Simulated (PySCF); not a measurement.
# Polarisability and C₆ of Ir⁺ (iridium, charge +1)

[Xe] 4f14 5d7 6s1, high-spin 5F determinant. Computed with PySCF 2.14 in ANO-RCC-VTZP (8s7p5d3f1g, 84 functions), with scalar relativity by spin-free X2C-1e. Coupled (time-dependent) response in atomic units; α is the mean over directions. The basis has no added diffuse functions, which lowers α and C₆.

```tsv
method	mean α (bohr³)	C₆ (like pair)	S(−4)
UHF	29.68	231.8	439.7
PBE	23.56	187.4	211.3
```

S(−4) is the Cauchy moment in α(ω) = α(0) + S(−4) ω² + …

Spin-orbit coupling is absent.

α(iu) at PBE:

| u (hartree) | α(iu) (bohr³) |
| --- | --- |
| 0 | 23.56 |
| 0.0500 | 23.05 |
| 0.100 | 21.69 |
| 0.200 | 17.91 |
| 0.300 | 14.45 |
| 0.500 | 10.02 |
| 0.750 | 7.174 |
| 1.00 | 5.528 |
| 1.50 | 3.612 |
| 2.00 | 2.535 |
| 3.00 | 1.434 |
| 5.00 | 0.6389 |

For an ion, C₆ is the dispersion term alone; charge-induced terms of lower order in 1/R come first.

Spin-orbit coupling, absent here, splits the open shell strongly.
